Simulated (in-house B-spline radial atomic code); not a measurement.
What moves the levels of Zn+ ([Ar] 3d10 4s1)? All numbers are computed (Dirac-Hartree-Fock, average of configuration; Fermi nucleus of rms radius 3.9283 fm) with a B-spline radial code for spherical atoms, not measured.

Baseline run (computed): total energy -1794.3266 hartree, 1s1/2 at -358.0949 hartree, 4s1/2 at -16.946 eV with <r> = 2.526 bohr.

Scaling the speed of light c (a factor of 100 is close to the non-relativistic limit):

| c/c0 | ΔE (hartree) | 4s1/2 level (eV) | 4s1/2 <r> (bohr) |
| --- | --- | --- | --- |
| 0.95 | -1.8593 | -16.9801 | 2.521 |
| 0.98 | -0.70848 | -16.959 | 2.524 |
| 1.02 | 0.66593 | -16.9339 | 2.527 |
| 2 | 12.647 | -16.7182 | 2.556 |
| 100 | 16.764 | -16.6453 | 2.566 |

Changing the nucleus:

| nucleus | ΔE (eV) |
| --- | --- |
| Gaussian nucleus of rms radius 3.9283 fm | -0.000261 |
| uniform spherical nucleus of rms radius 3.9283 fm | 0.000167 |
| Gaussian nucleus of rms radius 0.01 fm | -0.239 |
| Fermi nucleus of rms radius 3.8497 fm | -0.00924 |
| Fermi nucleus of rms radius 4.0069 fm | 0.00941 |

A larger nucleus binds the electrons less, roughly as the density at the nucleus times the change of the nuclear <r²>. At equal rms radius the shape enters only through higher moments. A radius of 0.01 fm is nearly a point.

(1) The nuclear charge is raised by 0.1. What does the Hellmann-Feynman theorem predict for the energy, and what is found?

Results:

(1) dE/dZ ≈ -Σ<1/r>, which is -144.116 at the start and -144.763 at the end; their mean times 0.1 is -14.444 hartree, and the two runs differ by -14.444 hartree.
